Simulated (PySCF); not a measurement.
H3FGeSe, SMILES F[Se][GeH3], singlet, PBE0/def2-SVP optimised geometry.

```
6

Se    -1.38    -0.14     0.00
F     -1.49     1.64     0.00
Ge     0.99    -0.14     0.00
H      1.49     0.56     1.26
H      1.37    -1.64     0.00
H      1.49     0.56    -1.26
```

Density from PBE0/def2-TZVP run with PySCF at that geometry.

Minimum of the electron density along straight lines between bonded atoms, close to the bond critical point (lines longer than 1.1 times the sum of covalent radii, or with two minima, are not listed):

```
bond     length / Å  ρ at the minimum / e bohr⁻³  ∇²ρ there / e bohr⁻⁵  position (fraction from the first atom)
-------  ----------  ---------------------------  --------------------  ---------------------------------------
Se1–F2        1.784                        0.149            (withheld)                                     0.47
Se1–Ge3       2.362                   (withheld)            (withheld)                                     0.57
Ge3–H4        1.535                        0.135                  0.04                                     0.59
Ge3–H5        1.538                        0.133                  0.05                                     0.59
Ge3–H6        1.535                        0.135                  0.04                                     0.59
```

What belongs in the gaps?


- Se1–F2, ∇²ρ there / e bohr⁻⁵: 0.30
- Se1–Ge3, ρ at the minimum / e bohr⁻³: 0.093
- Se1–Ge3, ∇²ρ there / e bohr⁻⁵: -0.01
